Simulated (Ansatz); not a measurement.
Molecule: C$_{4}$H$_{6}$S, net charge 0, singlet state. SMILES: C1=CCSC1
Geometry from a B3LYP-D3(BJ)/def2-TZVP (Ansatz, a program for electronic structure) optimisation:
```xyz
11

C     -1.3436     0.0597    -0.0770
C     -0.7208    -1.3022    -0.0537
C      0.6008    -1.3627     0.0220
C      1.3435    -0.0632     0.0769
S      0.0562     1.2477     0.0148
H     -1.9152     0.2296    -0.9922
H     -2.0168     0.2132     0.7694
H     -1.3523    -2.1815    -0.0983
H      1.1506    -2.2959     0.0451
H      1.9270     0.0329     0.9953
H      2.0287     0.0492    -0.7663
```

Wanted: atomisation energy (electronic, to ground-state atoms); the coupled-cluster value holds the core correlation from cc-pwCVTZ, in kcal/mol. Valence correlation only, unless marked. UHF or UKS for open shells. No spin-orbit coupling. No relativistic terms. CBS(X,Y): correlation extrapolated as X^-3; Hartree-Fock from the larger set. The bracket is a focal-point correction in the basis named.

Level to compare with: RI-MP2/CBS(aug-cc-pV(T+d)Z,aug-cc-pV(Q+d)Z)+[CCSD(T)-MP2]/aug-cc-pV(T+d)Z plus the core term (Ansatz), 1090.7 kcal/mol. It is a level with limits of its own, and the differences hold the functionals' basis error too.

### Question
Rank these functionals by how close they come to RI-MP2/CBS(aug-cc-pV(T+d)Z,aug-cc-pV(Q+d)Z)+[CCSD(T)-MP2]/aug-cc-pV(T+d)Z, closest first: PBE/def2-TZVPD (Ansatz); HSE06/def2-TZVPD (Ansatz); CAM-B3LYP/def2-TZVPD (Ansatz).

### Answer
HSE06/def2-TZVPD (screened hybrid, 1096.2 kcal/mol, difference 5.5), CAM-B3LYP/def2-TZVPD (range-separated hybrid, 1081.8 kcal/mol, difference -8.9), PBE/def2-TZVPD (GGA, 1112.1 kcal/mol, difference 21.4)
